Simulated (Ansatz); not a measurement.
Geometry optimisation, Ansatz, DFT LDA, scalar-relativistic, plane waves, PAW.

Input file:

```yaml
accuracy: low
crystal:
  lattice:
    - [6.782423, 0.0, 0.0]
    - [0.0, 6.782423, 0.0]
    - [0.0, 0.0, 6.782423]
  atoms:
    - { symbol: O, position: [0.2723495, 0.9394887, 0.7448271] }
    - { symbol: H, position: [0.2168776, 1.056341, 0.684315] }
    - { symbol: H, position: [0.2608008, 0.8393851, 0.6436381] }
    - { symbol: O, position: [0.2581313, 0.4147518, 0.2205109] }
    - { symbol: H, position: [0.3052908, 0.4818356, 0.1035962] }
    - { symbol: H, position: [0.239493, 0.2797809, 0.1777465] }
    - { symbol: O, position: [0.5549273, 0.608288, 0.9205226] }
    - { symbol: H, position: [0.6430286, 0.7099977, 0.8727039] }
    - { symbol: H, position: [0.6257915, 0.4867897, 0.8958297] }
    - { symbol: S, position: [0.7497925, 0.1020366, 1.2027108] }
    - { symbol: C, position: [0.7560124, 0.1151574, 0.9729983] }
    - { symbol: S, position: [0.7622323, 0.1282782, 0.7432858] }
    - { symbol: S, position: [-0.0006387, 0.617333, 0.4609539] }
    - { symbol: C, position: [0.1550412, 0.7573005, 0.36529] }
    - { symbol: S, position: [0.310721, 0.897268, 0.2696262] }
    - { symbol: S, position: [0.3487975, 0.4093405, 0.5933969] }
    - { symbol: C, position: [0.4888155, 0.5882728, 0.5565616] }
    - { symbol: S, position: [0.6288335, 0.7672052, 0.5197262] }
basis:
  ecutwfc: 420.0
kpoints:
  mp_grid: { grid: [1, 1, 1] }
hamiltonian:
  xc: lda
scf:
  occupations: { method: fermi_dirac, width: 0.05 }
  lower_state_search: "off"
relax:
  f_tol: 0.3
  max_steps: 15
  adjacent_minimum: "off"
```

Run as:

```bash
$ ansatz run input.yaml --threads 1 --pin off --max-ram 3072MiB --backend cpu --events-out ev --progress --plain --runs-dir out
```

Q: Where does it end, and by what steps?

A: It converged. The threshold is loose, so the end isn't yet a minimum. The force dipped under the threshold on the way, but the program's further checks kept it going. Limits of this set-up: coarse k mesh, low accuracy level. After 15 steps the energy has fallen by 3.347 eV; S16 moved furthest, 1.75 Å.

```csv
step,energy less start (eV),largest force component (eV/Å),accepted
0,0.0000,1.452,yes
1,-0.9296,0.788,yes
2,-1.4921,1.227,yes
3,-1.9132,0.982,yes
4,-2.3302,0.884,yes
5,-2.6396,0.530,yes
6,-2.8442,0.459,yes
7,-2.9931,0.429,yes
8,-3.1192,0.370,yes
9,-3.2041,0.373,yes
10,-3.2569,0.382,yes
11,-3.2903,0.231,yes
12,-3.2903,0.232,yes
13,-3.3265,0.383,yes
14,-3.3474,0.294,yes
15,-3.3474,0.291,yes
```

```xyz
18
Lattice="6.7824 0.0000 0.0000 0.0000 6.7824 0.0000 0.0000 0.0000 6.7824" Properties=species:S:1:pos:R:3
O 1.922 6.859 5.738
H 1.453 7.376 5.044
H 1.462 5.989 5.738
O 1.511 2.506 0.205
H 2.334 3.037 0.043
H 1.740 1.576 -0.037
O 3.817 3.997 6.598
H 3.776 4.684 5.888
H 4.491 3.358 6.265
S 4.943 0.321 7.851
C 5.286 0.858 6.437
S 5.645 1.420 5.024
S 0.357 4.116 4.624
C 0.577 4.859 3.265
S 0.823 5.658 1.955
S 3.381 2.804 2.598
C 3.774 4.177 3.196
S 4.094 5.577 3.821
```

Run time: 23 s on 1 thread of Arm Neoverse V1 (shared host), peak memory 0.34 GiB.
